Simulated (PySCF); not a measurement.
Electronic absorption of Ti(OiPr)Cl3

Compound: Ti(OiPr)Cl3, C3H7Cl3OTi (singlet state).
Structure used (PBE0-D3(BJ)/def2-SVP), in Å, numbered top down from 1:
```xyz
15
C3H7Cl3OTi angstrom
Ti    -1.0175   -0.3668   -2.0343
O     -0.1633   -0.7249   -0.5973
C      0.5260   -0.4241    0.6047
C     -0.4938   -0.2509    1.7128
C      1.3977    0.7955    0.3770
H      1.1612   -1.3030    0.8134
H     -1.1634    0.5912    1.4809
H      0.0122   -0.0464    2.6677
H     -1.1011   -1.1599    1.8271
H      2.0778    0.6325   -0.4713
H      0.7713    1.6740    0.1571
H      1.9988    1.0095    1.2727
Cl     0.4460    0.1854   -3.5561
Cl    -2.2345    1.3937   -1.6121
Cl    -2.2502   -2.0819   -2.5981
```

Computed, not measured: PySCF, TDDFT CAM-B3LYP/def2-SVPD, vertical, gas phase, core orbitals frozen in the response.

Q: What does the calculation give for the low-lying excited states?

A: 

```csv
state,λ (nm),E (eV),f,"main configurations (H = HOMO, L = LUMO)"
S1,271.5,4.57,0.0006,"H→L (57%), H-1→L (20%), H-2→L (11%)"
S2,266.0,4.66,0.0004,"H-2→L+1 (51%), H-1→L (21%), H→L+1 (15%)"
S3,265.0,4.68,0.0010,"H-2→L (38%), H→L+1 (20%), H-2→L+1 (15%)"
S4,257.5,4.82,0.011,"H→L+1 (53%), H-2→L (33%)"
S5,255.6,4.85,0.029,"H-1→L (45%), H→L (26%), H-2→L+1 (14%)"
S6,250.6,4.95,0.030,H-1→L+1 (81%)
S7,234.8,5.28,0.0019,"H→L+2 (43%), H-2→L+2 (30%), H-3→L (8%)"
S8,232.3,5.34,0.0017,"H-2→L+2 (35%), H→L+3 (15%), H→L+2 (14%)"
S9,230.3,5.38,0.0008,"H-1→L+2 (65%), H-3→L (13%)"
S10,229.9,5.39,0.0026,"H-4→L (34%), H-2→L+3 (16%), H-2→L+2 (8%)"
S11,228.1,5.44,0.0001,"H→L+3 (22%), H-2→L+3 (22%), H-4→L (11%)"
S12,224.5,5.52,0.0041,"H-3→L (21%), H-1→L+2 (18%), H-4→L+1 (16%)"
S13,223.6,5.54,0.0007,"H-3→L+1 (26%), H-5→L (20%), H→L+3 (18%)"
S14,221.9,5.59,0.0025,H-1→L+3 (73%)
S15,220.4,5.63,0.0092,H-5→L+1 (47%)
```

Triplets (Tamm–Dancoff): T1 4.36 eV, H→L (57%), H-1→L (30%); T2 4.47 eV, H-1→L+1 (59%), H-2→L (22%); T3 4.48 eV, H-1→L (53%), H→L (22%), H-2→L (10%); T4 4.50 eV, H-2→L (34%), H→L+1 (32%), H-1→L+1 (10%).

The lowest singlet comes at 271 nm (441 kJ/mol) in the ultraviolet; it is very weak; its leading configuration is HOMO→LUMO (57%). The strongest level in the table is S6 at 4.95 eV (251 nm, f = 0.030). S9/S10 lie within about 0.01 eV of each other. For S1 the Löwdin share of titanium is at most 6% in HOMO and 76% in LUMO (ligand-to-metal charge transfer by this measure); for S6 the Löwdin share of titanium is at most 4% in HOMO-1 and 75% in LUMO+1 (ligand-to-metal charge transfer by this measure). Of the 15 states listed, 3 reach f = 0.01 and 2 stay under 0.0005. The oscillator strengths of these states sum to 0.096; summed over the whole spectrum of an exact calculation they would give the number of electrons, 106 (Thomas–Reiche–Kuhn). Orbital energies (eV): HOMO-3 -11.28, HOMO-2 -10.44, HOMO-1 -10.42, HOMO -10.39, LUMO -2.05, LUMO+1 -1.95, LUMO+2 -1.35. The vertical ionisation energy (ΔSCF) is 11.08 eV, 5.46 eV above S15. Singlets were solved by full linear response, triplets in the Tamm–Dancoff approximation.

The run took 9.5 min (with the writing of density and orbital grids) on one thread of an Arm Neoverse V2, shared host with 32 logical CPUs at a one-minute load of 10, and the process peaked at 1.6 GiB of memory.
